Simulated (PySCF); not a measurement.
BClH, SMILES [BH]Cl, multiplicity 2. Geometry: PBE0-D3(BJ)/def2-TZVPD. The isomer is the one that the SMILES or the coordinates give; other isomers of the formula were not compared.

Calculation: PBE0-D3(BJ)/def2-TZVPD run with PySCF 2.14.0.

Harmonic wavenumbers (cm⁻¹): 843, 907, 2641. Rotational constants (GHz): 604.2, 17.94, 17.42; symmetry number 1.

Task: Work out the zero-point energy and the ideal-gas rigid-rotor harmonic-oscillator thermochemistry at 298.15 K and 1 atm.

Result: ZPE = ½ Σ hcν = ½ × 4392 cm⁻¹ = 6.28 kcal/mol. H − E(el) = 8.72 kcal/mol. Entropy in cal/(mol K): translation 37.48, rotation 18.08, vibration 0.31, spin 1.38, total 57.26. G − E(el) = -8.35 kcal/mol. Cp = 9.02 cal/(mol K).
